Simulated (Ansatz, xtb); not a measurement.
Isomers of C6H12O in order of energy

5 gas-phase structures of C6H12O, from a drawn sample of its isomers (lower ones may exist). Each was relaxed with GFN2-xTB; where two conformers were screened, the lower at r2SCAN-D4/def2-SVP is listed:

A. `C=CCCCOC`, a singlet
B. `C=CC[C@@H](C)OC`, a singlet
C. `C=C[C@@H](C)COC`, a singlet
D. `C=CC(C)(C)OC`, a singlet
E. `C=C[C@@H](CC)OC`, a singlet

Problem. Which do you expect lowest at r2SCAN-D4/def2-SVP, and how would the others follow?

Solution. Calculated order at r2SCAN-D4/def2-SVP: D (0.0), E (1.2), B (1.3), C (2.9), A (3.4) kcal/mol. Less than 1 kcal/mol parts E and B; C and A, so the order within those pairs means little.

Energies above the lowest of each column, in kcal/mol; the last columns are at B3LYP-D3(BJ)/def2-SVP geometries:

```
structure  GFN2-xTB  HF/STO-3G  r2SCAN-D4/def2-SVP  B3LYP-D3(BJ)/def2-SVP  CCSD(T)/def2-SVP + ΔMP2/def2-TZVPP
        D       0.0        1.6                 0.0                    0.0                                 0.0
        E       1.1        0.0                 1.2                    0.4                                 1.8
        B       1.0        0.6                 1.3                    0.5                                 1.9
        C       2.0        1.2                 2.9                    2.1                                 3.4
        A       2.5        1.4                 3.4                    2.2                                 4.0
```

CCSD(T)/def2-SVP + ΔMP2/def2-TZVPP puts D lowest; HF/STO-3G picks E. Flexible structures stand in one conformer each, not always the lowest. ΔMP2 is the change of the MP2 energy from the smaller to the larger basis.

Over these structures GFN2-xTB departs from r2SCAN-D4/def2-SVP by 0.4 kcal/mol on average once a common shift is removed. A GFN2-xTB relaxation took about 0.26 s and the r2SCAN-D4/def2-SVP energy about 7.2 s on a shared host (Ansatz 0.2.0, xtb 6.7.1).
